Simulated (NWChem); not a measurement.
System: GaCl2 cation; SMILES [Cl][Ga+][Cl]

NWChem printed, in part:

```
             Northwest Computational Chemistry Package (NWChem) 7.3.0
             --------------------------------------------------------

 ORDER OF PRIMARY AXIS IS BEING SET TO 4
 D4H symmetry detected

                             Geometry "geometry" -> ""
                             -------------------------

 Output coordinates in angstroms (scale by  1.889725989 to convert to a.u.)

  No.       Tag          Charge          X              Y              Z
 ---- ---------------- ---------- -------------- -------------- --------------
    1 Ga                  31.0000     0.00000000     0.00000000     0.00000000
    2 Cl                  17.0000     0.00000000     0.00000000     2.04100900
    3 Cl                  17.0000     0.00000000     0.00000000    -2.04100900

 Effective nuclear repulsion energy (a.u.)     310.7379403649

      Symmetry information
      --------------------

 Group name             D4h
 Group number             28
 Group order              16
 No. of unique centers     2

                                 NWChem DFT Module
                                 -----------------

 Summary of "ao basis" -> "ao basis" (spherical)
 ------------------------------------------------------------------------------
       Tag                 Description            Shells   Functions and Types
 ---------------- ------------------------------  ------  ---------------------
 Ga                          6-31g*                 12       32   5s4p3d
 Cl                          6-31g*                  8       18   4s3p1d

      Symmetry analysis of basis
      --------------------------

        a1g        16
        a1u         0
        a2g         0
        a2u        12
        b1g         4
        b1u         1
        b2g         4
        b2u         1
        eg         14
        eu         16

            General Information
            -------------------
          SCF calculation type: DFT
          Wavefunction type:  closed shell.
          No. of atoms     :     3
          No. of electrons :    64
           Alpha electrons :    32
            Beta electrons :    32
          Charge           :     1
          Spin multiplicity:     1
          Use of symmetry is: on ; symmetry adaption is: on
          Maximum number of iterations: 150
          AO basis - number of functions:    68
                     number of shells:    28
          Convergence on energy requested:  1.00D-06
          Convergence on density requested:  1.00D-05
          Convergence on gradient requested:  5.00D-04

              XC Information
              --------------
                         B3LYP Method XC Potential
                     Hartree-Fock (Exact) Exchange  0.200
                        Slater Exchange Functional  0.800 local
                    Becke 1988 Exchange Functional  0.720 non-local
              Lee-Yang-Parr Correlation Functional  0.810
                  VWN I RPA Correlation Functional  0.190 local

             Grid Information
             ----------------
          Grid used for XC integration:  medium
          Radial quadrature: Mura-Knowles
          Angular quadrature: Lebedev.
          Tag              B.-S. Rad. Rad. Pts. Rad. Cut. Ang. Pts.
          ---              ---------- --------- --------- ---------
          Ga                  1.30      112           8.0       590
          Cl                  1.00       88          11.0       590
          Grid pruning is: on
          Number of quadrature shells:   200
          Spatial weights used:  Erf1

      Superposition of Atomic Density Guess
      -------------------------------------

 Sum of atomic energies:       -2841.84656375

 Renormalizing density from      65.00 to     64

      Non-variational initial energy
      ------------------------------

 Total energy =   -2815.410741
 1-e energy   =   -4503.529266
 2-e energy   =    1377.380584
 HOMO         =      -0.766703
 LUMO         =      -0.436773

      Symmetry analysis of molecular orbitals - initial
      -------------------------------------------------

 !! scf_movecs_sym_adapt:   10 vectors were symmetry contaminated

  Symmetry fudging

 !! scf_movecs_sym_adapt:    8 vectors were symmetry contaminated

  Numbering of irreducible representations:

     1 a1g         2 a1u         3 a2g         4 a2u         5 b1g
     6 b1u         7 b2g         8 b2u         9 eg         10 eu

  Orbital symmetries:

     1 a1g         2 a2u         3 a1g         4 a1g         5 a2u
     6 eu          7 eu          8 a1g         9 a2u        10 a1g
    11 a2u        12 eu         13 eu         14 eg         15 eg
    16 a1g        17 a2u        18 eu         19 eu         20 a1g
    21 eg         22 eg         23 b2g        24 b1g        25 a1g
    26 a2u        27 a1g        28 a2u        29 eu         30 eu
    31 eg         32 eg         33 a1g        34 eu         35 eu
    36 a1g        37 a2u        38 eu         39 eu         40 a2u
    41 eg         42 eg

     ---------------------------------------------
      Total Density - Mulliken Population Analysis
     ---------------------------------------------

    Atom       Charge   Shell Charges
 -----------   ------   -------------------------------------------------------
    1 Ga  31    30.01   2.00  2.00  6.00  2.01  6.02  1.05  0.79  0.00 -0.03  7.31  2.60  0.27
    2 Cl  17    16.99   2.00  2.00  5.99  1.49  3.87  0.41  1.23  0.01
    3 Cl  17    16.99   2.00  2.00  5.99  1.49  3.87  0.41  1.23  0.01

   convergence    iter        energy       DeltaE   RMS-Dens  Diis-err
 ---------------- ----- ----------------- --------- --------- ---------
 d= 0,ls=0.0,diis     1  -2844.5598484141 -3.16D+03  2.32D-02  4.28D+00
 d= 0,ls=0.0,diis     2  -2844.4602956313  9.96D-02  1.14D-02  6.73D+00
 d= 0,ls=0.0,diis     3  -2844.7811057713 -3.21D-01  1.64D-03  7.55D-03
 d= 0,ls=0.0,diis     4  -2844.7809543475  1.51D-04  1.08D-03  4.23D-03
 d= 0,ls=0.0,diis     5  -2844.7815663681 -6.12D-04  7.71D-05  2.71D-05
  Resetting Diis
 d= 0,ls=0.0,diis     6  -2844.7815696105 -3.24D-06  1.96D-05  1.93D-06
 d= 0,ls=0.0,diis     7  -2844.7815698005 -1.90D-07  6.96D-06  1.90D-08

         Total DFT energy =    -2844.781569800486
      One electron energy =    -4555.888140190057
           Coulomb energy =     1531.753315438492
    Exchange-Corr. energy =     -131.384685413778
 Nuclear repulsion energy =      310.737940364858

 Numeric. integr. density =       64.000000045964

                  Occupations of the irreducible representations
                  ----------------------------------------------

                     irrep           alpha         beta
                     --------     --------     --------
                     a1g               9.0          9.0
                     a1u               0.0          0.0
                     a2g               0.0          0.0
                     a2u               7.0          7.0
                     b1g               1.0          1.0
                     b1u               0.0          0.0
                     b2g               1.0          1.0
                     b2u               0.0          0.0
                     eg                6.0          6.0
                     eu                8.0          8.0

                       DFT Final Molecular Orbital Analysis
                       ------------------------------------

 Vector   30  Occ=2.000000D+00  E=-5.889334D-01  Symmetry=eu
              MO Center=  1.3D-16, -9.2D-16, -3.5D-14, r^2= 4.7D+00
   Bfn.  Coefficient  Atom+Function         Bfn.  Coefficient  Atom+Function
  ----- ------------  ---------------      ----- ------------  ---------------
    39      0.490149  2 Cl px                57      0.490149  3 Cl px
    11      0.246243  1 Ga px                43      0.219075  2 Cl px
    61      0.219075  3 Cl px                35     -0.189720  2 Cl px
    53     -0.189720  3 Cl px                40     -0.098373  2 Cl py
    58     -0.098373  3 Cl py                 7     -0.085309  1 Ga px

 Vector   31  Occ=2.000000D+00  E=-5.718307D-01  Symmetry=eg
              MO Center= -5.0D-17,  7.1D-16,  1.3D-13, r^2= 5.0D+00
   Bfn.  Coefficient  Atom+Function         Bfn.  Coefficient  Atom+Function
  ----- ------------  ---------------      ----- ------------  ---------------
    40      0.530181  2 Cl py                58     -0.530181  3 Cl py
    44      0.244523  2 Cl py                62     -0.244523  3 Cl py
    36     -0.204874  2 Cl py                54      0.204874  3 Cl py
    19     -0.080775  1 Ga d -1              29      0.076619  1 Ga d -1
    24     -0.035525  1 Ga d -1

 Vector   32  Occ=2.000000D+00  E=-5.718307D-01  Symmetry=eg
              MO Center= -8.7D-17,  6.6D-15, -1.0D-13, r^2= 5.0D+00
   Bfn.  Coefficient  Atom+Function         Bfn.  Coefficient  Atom+Function
  ----- ------------  ---------------      ----- ------------  ---------------
    39      0.530181  2 Cl px                57     -0.530181  3 Cl px
    43      0.244523  2 Cl px                61     -0.244523  3 Cl px
    35     -0.204874  2 Cl px                53      0.204874  3 Cl px
    21      0.080775  1 Ga d  1              31     -0.076619  1 Ga d  1
    26      0.035525  1 Ga d  1

 Vector   33  Occ=0.000000D+00  E=-3.532184D-01  Symmetry=a1g
              MO Center= -9.5D-18, -4.3D-17, -2.4D-15, r^2= 3.9D+00
   Bfn.  Coefficient  Atom+Function         Bfn.  Coefficient  Atom+Function
  ----- ------------  ---------------      ----- ------------  ---------------
    10      0.922006  1 Ga s                 41     -0.429376  2 Cl pz
    59      0.429376  3 Cl pz                14     -0.305118  1 Ga s
    45     -0.297803  2 Cl pz                63      0.297803  3 Cl pz
     6     -0.244519  1 Ga s                 42      0.182482  2 Cl s
    60      0.182482  3 Cl s                 37      0.159542  2 Cl pz

 Vector   34  Occ=0.000000D+00  E=-2.882557D-01  Symmetry=eu
              MO Center= -2.0D-16,  6.3D-16, -8.3D-15, r^2= 3.2D+00
   Bfn.  Coefficient  Atom+Function         Bfn.  Coefficient  Atom+Function
  ----- ------------  ---------------      ----- ------------  ---------------
    12      0.812375  1 Ga py                11     -0.468355  1 Ga px
     8     -0.221897  1 Ga py                40     -0.216479  2 Cl py
    58     -0.216479  3 Cl py                44     -0.176760  2 Cl py
    62     -0.176760  3 Cl py                16      0.168981  1 Ga py
     7      0.127929  1 Ga px                39      0.124806  2 Cl px

 Vector   35  Occ=0.000000D+00  E=-2.882557D-01  Symmetry=eu
              MO Center= -4.5D-16, -6.2D-16,  8.7D-15, r^2= 3.2D+00
   Bfn.  Coefficient  Atom+Function         Bfn.  Coefficient  Atom+Function
  ----- ------------  ---------------      ----- ------------  ---------------
    11      0.812375  1 Ga px                12      0.468355  1 Ga py
     7     -0.221897  1 Ga px                39     -0.216479  2 Cl px
    57     -0.216479  3 Cl px                43     -0.176760  2 Cl px
    61     -0.176760  3 Cl px                15      0.168981  1 Ga px
     8     -0.127929  1 Ga py                40     -0.124806  2 Cl py

     ---------------------------------------------
      Total Density - Mulliken Population Analysis
     ---------------------------------------------

    Atom       Charge   Shell Charges
 -----------   ------   -------------------------------------------------------
    1 Ga  31    30.58   2.00  2.00  6.00  2.00  5.99  1.25  1.23 -0.04 -0.05  6.82  2.94  0.45
    2 Cl  17    16.71   2.00  2.00  5.97  1.46  3.57  0.43  1.26  0.02
    3 Cl  17    16.71   2.00  2.00  5.97  1.46  3.57  0.43  1.26  0.02

     -------------------------------------------
      Total Density - Lowdin Population Analysis
     -------------------------------------------

    Atom       Charge   Shell Charges
 -----------   ------   -------------------------------------------------------
    1 Ga  31    30.51   2.00  2.00  6.00  1.97  5.90  0.78  1.02  0.18  0.29  6.63  3.07  0.68
    2 Cl  17    16.74   2.00  2.00  5.91  1.17  3.25  0.58  1.82  0.02
    3 Cl  17    16.74   2.00  2.00  5.91  1.17  3.25  0.58  1.82  0.02

     Multipole analysis of the density
     ---------------------------------

     L   x y z        total         alpha         beta         nuclear
     -   - - -        -----         -----         ----         -------
     0   0 0 0      1.000000    -32.000000    -32.000000     65.000000

     1   1 0 0      0.000000      0.000000      0.000000      0.000000
     1   0 1 0      0.000000      0.000000      0.000000      0.000000
     1   0 0 1     -0.000000     -0.000000     -0.000000      0.000000

     2   2 0 0    -26.435829    -13.217914    -13.217914      0.000000
     2   1 1 0     -0.000000     -0.000000     -0.000000      0.000000
     2   1 0 1     -0.000000     -0.000000     -0.000000      0.000000
     2   0 2 0    -26.435829    -13.217914    -13.217914      0.000000
     2   0 1 1     -0.000000     -0.000000     -0.000000      0.000000
     2   0 0 2    -20.873558   -263.329560   -263.329560    505.785562
```

Level: B3LYP/6-31G* (spherical d). All runs use the structure optimised with PBE0/def2-SVP.

Q: Write an input that gives this output.

A: Several could match; the one computed here: the input that was run:
```
start job
memory heap 200 mb stack 900 mb global 1100 mb
charge 1
geometry units angstroms noautoz
  Ga     0.000000     0.000000     0.000000
  Cl     0.000000     0.000000     2.041009
  Cl     0.000000     0.000000    -2.041009
end
basis spherical
  * library 6-31g*
end
dft
  xc b3lyp
  iterations 150
  mulliken
end
task dft energy
```
